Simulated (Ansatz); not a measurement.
Level of theory: PBE0-D3(BJ)/def2-SVP (Ansatz, a quantum-chemistry and plane-wave program). No frequencies were computed at this level.

Ansatz 0.2 input:
```yaml
crystal:
  periodic: [false, false, false]
  atoms:
    - { symbol: Ga, position_ang: [-0.046513, 0.223404, -0.162461] }
    - { symbol: H, position_ang: [-0.025659, 0.70961, -1.627519] }
    - { symbol: H, position_ang: [-0.044011, 1.341881, 0.924654] }
    - { symbol: H, position_ang: [-0.788945, -1.080292, 0.19214] }
    - { symbol: C, position_ang: [2.317943, -0.468139, 1.922926] }
    - { symbol: S, position_ang: [2.323471, -0.441259, 0.107372] }
    - { symbol: C, position_ang: [2.950431, 1.237878, -0.180395] }
    - { symbol: H, position_ang: [1.681881, 0.32968, 2.305892] }
    - { symbol: H, position_ang: [3.338734, -0.359819, 2.27753] }
    - { symbol: H, position_ang: [1.921014, -1.43494, 2.221918] }
    - { symbol: H, position_ang: [2.252301, 1.97191, 0.225176] }
    - { symbol: H, position_ang: [3.033067, 1.360983, -1.257467] }
    - { symbol: H, position_ang: [3.929181, 1.331643, 0.280759] }
basis:
  gaussian: { orbitals: def2-svp }
hamiltonian:
  xc: pbe0
  dispersion: d3bj
relax:
  max_steps: 150
```

Output:

```
Functional definition: PBE0
1338 factors; integrals over basis functions are off by at most 3.4e-4 eV
mean field evaluation 1: about -65403.6084 eV, gradient 4.7e1 eV
mean field evaluation 2: about -65402.2020 eV, gradient 5.2e1 eV
mean field evaluation 4: about -65408.6825 eV, gradient 8.5e-1 eV
mean field evaluation 8: about -65408.7042 eV, gradient 1.9e-2 eV
mean field -65408.70421742 eV, -2403.7255443779 hartree, gradient 6.1e-5 eV, S^2 0.000000; 0 other end points of the search recorded, 0 dependent functions left out
reference -65408.70425015 eV, -2403.7255455808 hartree; 34, 34 occupied and 89, 89 virtual orbitals, 1338 factors
relax step   1: F+E_penalty+E_count = -65408.97315788 eV  Δ(F+E_penalty+E_count) = +0.000e0 eV  max|allowed force component| = 5.349e-1 eV/Å  Δτ_max = 0.0000 Å  (24 SCF iters, accepted)
these checks for a lower state are left out or cut short: starts, cluster_reference, orbital_swaps, neighbouring_geometries, increment
1338 factors; integrals over basis functions are off by at most 3.6e-4 eV
mean field evaluation 16: about -65408.7311 eV, gradient 2.6e-1 eV
mean field -65408.75624408 eV, -2403.7274563226 hartree, gradient 1.1e-5 eV, S^2 0.000000; 0 other end points of the search recorded, 0 dependent functions left out
reference -65408.75627741 eV, -2403.7274575474 hartree; 34, 34 occupied and 89, 89 virtual orbitals, 1338 factors
relax step   2: F+E_penalty+E_count = -65409.01796150 eV  Δ(F+E_penalty+E_count) = -4.480e-2 eV  max|allowed force component| = 6.136e-1 eV/Å  Δτ_max = 0.1947 Å  (26 SCF iters, accepted)
these checks for a lower state are left out or cut short: starts, cluster_reference, orbital_swaps, neighbouring_geometries, increment
1338 factors; integrals over basis functions are off by at most 3.6e-4 eV
mean field -65408.78999824 eV, -2403.7286967651 hartree, gradient 5.8e-6 eV, S^2 0.000000; 0 other end points of the search recorded, 0 dependent functions left out
reference -65408.79003138 eV, -2403.7286979829 hartree; 34, 34 occupied and 89, 89 virtual orbitals, 1338 factors
relax step   3: F+E_penalty+E_count = -65409.05362860 eV  Δ(F+E_penalty+E_count) = -3.567e-2 eV  max|allowed force component| = 2.374e-1 eV/Å  Δτ_max = 0.0738 Å  (27 SCF iters, accepted)
these checks for a lower state are left out or cut short: starts, cluster_reference, orbital_swaps, neighbouring_geometries, increment
1338 factors; integrals over basis functions are off by at most 3.7e-4 eV
mean field evaluation 32: about -65408.7938 eV, gradient 2.8e-5 eV
mean field -65408.79378825 eV, -2403.7288360452 hartree, gradient 6.3e-6 eV, S^2 0.000000; 0 other end points of the search recorded, 0 dependent functions left out
reference -65408.79382140 eV, -2403.7288372638 hartree; 34, 34 occupied and 89, 89 virtual orbitals, 1338 factors
relax step   4: F+E_penalty+E_count = -65409.05765220 eV  Δ(F+E_penalty+E_count) = -4.024e-3 eV  max|allowed force component| = 1.612e-1 eV/Å  Δτ_max = 0.0369 Å  (27 SCF iters, accepted)
these checks for a lower state are left out or cut short: starts, cluster_reference, orbital_swaps, neighbouring_geometries, increment
1338 factors; integrals over basis functions are off by at most 3.6e-4 eV
mean field -65408.78944357 eV, -2403.7286763813 hartree, gradient 6.8e-6 eV, S^2 0.000000; 0 other end points of the search recorded, 0 dependent functions left out
reference -65408.78947678 eV, -2403.7286776018 hartree; 34, 34 occupied and 89, 89 virtual orbitals, 1338 factors
relax step   5: F+E_penalty+E_count = -65409.05182089 eV  Δ(F+E_penalty+E_count) = +5.831e-3 eV  max|allowed force component| = 2.829e-1 eV/Å  Δτ_max = 0.0651 Å  (27 SCF iters, rejected (line search))
these checks for a lower state are left out or cut short: starts, cluster_reference, orbital_swaps, neighbouring_geometries, increment
1338 factors; integrals over basis functions are off by at most 3.7e-4 eV
mean field -65408.79726507 eV, -2403.7289638161 hartree, gradient 6.3e-6 eV, S^2 0.000000; 0 other end points of the search recorded, 0 dependent functions left out
reference -65408.79729825 eV, -2403.7289650356 hartree; 34, 34 occupied and 89, 89 virtual orbitals, 1338 factors
relax step   6: F+E_penalty+E_count = -65409.06101150 eV  Δ(F+E_penalty+E_count) = -3.359e-3 eV  max|allowed force component| = 2.012e-2 eV/Å  Δτ_max = 0.0318 Å  (27 SCF iters, accepted)
these checks for a lower state are left out or cut short: starts, cluster_reference, orbital_swaps, neighbouring_geometries, increment
1338 factors; integrals over basis functions are off by at most 3.7e-4 eV
mean field -65408.79841051 eV, -2403.7290059102 hartree, gradient 6.3e-6 eV, S^2 0.000000; 0 other end points of the search recorded, 0 dependent functions left out
reference -65408.79844374 eV, -2403.7290071314 hartree; 34, 34 occupied and 89, 89 virtual orbitals, 1338 factors
relax step   7: F+E_penalty+E_count = -65409.06183101 eV  Δ(F+E_penalty+E_count) = -8.195e-4 eV  max|allowed force component| = 3.325e-2 eV/Å  Δτ_max = 0.0354 Å  (27 SCF iters, accepted)
these checks for a lower state are left out or cut short: starts, cluster_reference, orbital_swaps, neighbouring_geometries, increment
1338 factors; integrals over basis functions are off by at most 3.6e-4 eV
mean field -65408.79852008 eV, -2403.7290099370 hartree, gradient 6.5e-6 eV, S^2 0.000000; 0 other end points of the search recorded, 0 dependent functions left out
reference -65408.79855329 eV, -2403.7290111572 hartree; 34, 34 occupied and 89, 89 virtual orbitals, 1338 factors
relax step   8: F+E_penalty+E_count = -65409.06201062 eV  Δ(F+E_penalty+E_count) = -1.796e-4 eV  max|allowed force component| = 7.857e-2 eV/Å  Δτ_max = 0.0283 Å  (28 SCF iters, accepted)
these checks for a lower state are left out or cut short: starts, cluster_reference, orbital_swaps, neighbouring_geometries, increment
1338 factors; integrals over basis functions are off by at most 3.7e-4 eV
mean field evaluation 64: about -65408.7729 eV, gradient 6.3e-1 eV
mean field -65408.79897859 eV, -2403.7290267869 hartree, gradient 6.5e-6 eV, S^2 0.000000; 0 other end points of the search recorded, 0 dependent functions left out
reference -65408.79901179 eV, -2403.7290280068 hartree; 34, 34 occupied and 89, 89 virtual orbitals, 1338 factors
relax step   9: F+E_penalty+E_count = -65409.06245407 eV  Δ(F+E_penalty+E_count) = -4.434e-4 eV  max|allowed force component| = 8.467e-3 eV/Å  Δτ_max = 0.0221 Å  (28 SCF iters, accepted)
these checks for a lower state are left out or cut short: starts, cluster_reference, orbital_swaps, neighbouring_geometries, increment
1338 factors; integrals over basis functions are off by at most 3.7e-4 eV
mean field -65408.79910722 eV, -2403.7290315139 hartree, gradient 6.4e-6 eV, S^2 0.000000; 0 other end points of the search recorded, 0 dependent functions left out
reference -65408.79914041 eV, -2403.7290327335 hartree; 34, 34 occupied and 89, 89 virtual orbitals, 1338 factors
relax step  10: F+E_penalty+E_count = -65409.06254233 eV  Δ(F+E_penalty+E_count) = -8.827e-5 eV  max|allowed force component| = 2.183e-2 eV/Å  Δτ_max = 0.0254 Å  (28 SCF iters, accepted)
these checks for a lower state are left out or cut short: starts, cluster_reference, orbital_swaps, neighbouring_geometries, increment
1338 factors; integrals over basis functions are off by at most 3.7e-4 eV
mean field -65408.79894278 eV, -2403.7290254709 hartree, gradient 6.6e-6 eV, S^2 0.000000; 0 other end points of the search recorded, 0 dependent functions left out
reference -65408.79897595 eV, -2403.7290266900 hartree; 34, 34 occupied and 89, 89 virtual orbitals, 1338 factors
relax step  11: F+E_penalty+E_count = -65409.06241361 eV  Δ(F+E_penalty+E_count) = +1.287e-4 eV  max|allowed force component| = 2.642e-2 eV/Å  Δτ_max = 0.0483 Å  (27 SCF iters, rejected (line search))
these checks for a lower state are left out or cut short: starts, cluster_reference, orbital_swaps, neighbouring_geometries, increment
1338 factors; integrals over basis functions are off by at most 3.7e-4 eV
mean field -65408.79926712 eV, -2403.7290373900 hartree, gradient 2.7e-5 eV, S^2 0.000000; 0 other end points of the search recorded, 0 dependent functions left out
reference -65408.79930030 eV, -2403.7290386096 hartree; 34, 34 occupied and 89, 89 virtual orbitals, 1338 factors
relax step  12: F+E_penalty+E_count = -65409.06263889 eV  Δ(F+E_penalty+E_count) = -9.656e-5 eV  max|allowed force component| = 8.930e-3 eV/Å  Δτ_max = 0.0236 Å  (22 SCF iters, accepted)
1338 factors; integrals over basis functions are off by at most 3.7e-4 eV
mean field evaluation 96: about -65408.7729 eV, gradient 8.7e-1 eV
mean field -65408.79926712 eV, -2403.7290373900 hartree, gradient 2.7e-5 eV, S^2 0.000000; 1 other end points of the search recorded, 0 dependent functions left out
reference -65408.79930030 eV, -2403.7290386096 hartree; 34, 34 occupied and 89, 89 virtual orbitals, 1338 factors
Total energy: -65409.06267208 eV, -2403.7387173439 hartree
Atom 0 at    -0.151854     0.198345    -0.213247 Å, force    -0.008057     0.003597    -0.000249 eV/Å
Atom 1 at    -0.099512     0.547100    -1.752524 Å, force     0.003624    -0.003184     0.008930 eV/Å
Atom 2 at    -0.161261     1.404748     0.819876 Å, force    -0.000386    -0.003249    -0.003537 eV/Å
Atom 3 at    -0.770277    -1.177226     0.253894 Å, force     0.004823     0.005291    -0.001209 eV/Å
Atom 4 at     2.327056    -0.461956     1.922769 Å, force    -0.003065    -0.002650    -0.002751 eV/Å
Atom 5 at     2.270522    -0.350485     0.123621 Å, force     0.005988    -0.000710    -0.000749 eV/Å
Atom 6 at     3.004780     1.276188    -0.136222 Å, force    -0.005235    -0.001521    -0.003138 eV/Å
Atom 7 at     1.788919     0.384344     2.373135 Å, force    -0.000639    -0.000521     0.001197 eV/Å
Atom 8 at     3.370713    -0.491728     2.265592 Å, force    -0.001316     0.000054    -0.001175 eV/Å
Atom 9 at     1.824416    -1.398890     2.197981 Å, force     0.002321     0.003376    -0.000547 eV/Å
Atom 10 at     2.435850     2.041926     0.410379 Å, force     0.001109    -0.000307    -0.001720 eV/Å
Atom 11 at     2.946014     1.481279    -1.213632 Å, force     0.002516     0.000007     0.005978 eV/Å
Atom 12 at     4.057529     1.268896     0.178901 Å, force    -0.001683    -0.000183    -0.001030 eV/Å
Dipole moment:     0.854733     0.110778     0.375821 e Å
```

Cost: roughly 60 core-seconds.
